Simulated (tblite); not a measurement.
Isomers of [C8H10P]+ (charge +1). Method: GFN2-xTB as coded in tblite; computed harmonic values from a numerical Hessian at the method's own geometry, unscaled. Against measured fundamentals such values can be off by several per cent, at times by over 20. Modes of hydrogen on phosphorus can be 10 to 20 % off. One conformer each.

Electronic energies: GFN2-xTB at the same geometries; isomer energies are rough at this level and their order can be wrong.

```
              SMILES  electronic energy, lowest = 0 (kJ/mol)
  C#CC[PH+]1C=CCC=C1                                   267.8
c1ccc2c(c1)C[PH2+]C2                                     0.0
   C=C[PH2+]c1ccccc1                                   128.9
```

Problem. How do GFN2-xTB zero-point energies change the relative energies?

Solution. 
```json
{"SMILES": "c1ccc2c(c1)C[PH2+]C2", "ZPE (kJ/mol)": "393.1", "of it from modes above 1550 cm⁻¹": "192.8", "electronic (kJ/mol)": "0.0", "with ZPE, lowest = 0 (kJ/mol)": "0.0", "lowest mode (cm⁻¹)": "75", "rings": "2"}
{"SMILES": "C=C[PH2+]c1ccccc1", "ZPE (kJ/mol)": "386.6", "of it from modes above 1550 cm⁻¹": "204.9", "electronic (kJ/mol)": "128.9", "with ZPE, lowest = 0 (kJ/mol)": "122.4", "lowest mode (cm⁻¹)": "20", "rings": "1"}
{"SMILES": "C#CC[PH+]1C=CCC=C1", "ZPE (kJ/mol)": "384.7", "of it from modes above 1550 cm⁻¹": "210.6", "electronic (kJ/mol)": "267.8", "with ZPE, lowest = 0 (kJ/mol)": "259.3", "lowest mode (cm⁻¹)": "42", "rings": "1"}
```

The zero-point energies span 8.4 kJ/mol, from `C#CC[PH+]1C=CCC=C1` to `c1ccc2c(c1)C[PH2+]C2`. The order is unchanged.
